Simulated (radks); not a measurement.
Results of a calculation; reference values are marked as such.
Numerical settings for the technetium ion Tc+, [Kr] 4d5 5s1. Level of theory: non-relativistic Kohn-Sham, BLYP, spin-polarised, spherical densities, point nucleus; open shells are filled with parallel spins first (spin-orbit coupling, left out, can overturn this in heavy ions); relativity is left out, which matters for an element this heavy (a radial shooting solver on a logarithmic mesh with Libxc functionals). The defaults (mesh step 0.008 in ln r, mesh end at 40 bohr or more with all orbitals vanishing there, Anderson mixing 0.5 over 9 steps, residual threshold near 1e-9 with the energy settled to 1e-9 hartree or 1e-11 of itself, here a cap of 84 iterations) give E = -4206.6581 hartree and 5s at -11.486 eV in 14 iterations. Times are rough (one thread of a shared host). Changes against that run (0 stands for a change within the tolerance of the run):

[
 {"setting": "mesh step in ln r 0.003", "iterations": "14", "converged": "yes", "E (mhartree)": "0", "e(5s) (meV)": "0", "CPU (s)": "0.58"},
 {"setting": "mesh step in ln r 0.12", "iterations": "2", "converged": "no", "E (mhartree)": "diverged", "e(5s) (meV)": "-", "CPU (s)": "0.01"},
 {"setting": "mesh step in ln r 0.08", "iterations": "4", "converged": "no", "E (mhartree)": "diverged", "e(5s) (meV)": "-", "CPU (s)": "0.04"},
 {"setting": "mesh end (bohr) 12", "iterations": "14", "converged": "yes", "E (mhartree)": "+0.00148", "e(5s) (meV)": "+0.146", "CPU (s)": "0.22"},
 {"setting": "mesh end (bohr) 2", "iterations": "13", "converged": "level above zero", "E (mhartree)": "+1.11e+04", "e(5s) (meV)": "+1.37e+05", "CPU (s)": "0.19"},
 {"setting": "residual threshold 1e-05", "iterations": "9", "converged": "yes", "E (mhartree)": "0", "e(5s) (meV)": "+0.0772", "CPU (s)": "0.17"},
 {"setting": "residual threshold 0.001", "iterations": "8", "converged": "yes", "E (mhartree)": "0", "e(5s) (meV)": "-0.00446", "CPU (s)": "0.16"},
 {"setting": "mixing 1.5", "iterations": "14", "converged": "yes", "E (mhartree)": "0", "e(5s) (meV)": "0", "CPU (s)": "0.22"},
 {"setting": "linear mixing, mixing 1", "iterations": "84", "converged": "no", "E (mhartree)": "+1.31e+04", "e(5s) (meV)": "+5.71e+03", "CPU (s)": "2.2"},
 {"setting": "linear mixing, mixing 0.2", "iterations": "84", "converged": "no", "E (mhartree)": "0", "e(5s) (meV)": "0", "CPU (s)": "0.91"},
 {"setting": "mixing history 3", "iterations": "15", "converged": "yes", "E (mhartree)": "0", "e(5s) (meV)": "0", "CPU (s)": "0.23"},
 {"setting": "iteration cap 2", "iterations": "2", "converged": "no", "E (mhartree)": "+307", "e(5s) (meV)": "-5.85e+03", "CPU (s)": "0.05"}
]

Settled on a wrong energy, with an occupied level pushed above zero by the early mesh end: mesh end (bohr) 2 (+11.1 hartree). Apart from these: no run marked as converged misses the energy by more than 1 mhartree. A mesh that ends early acts as a hard wall.
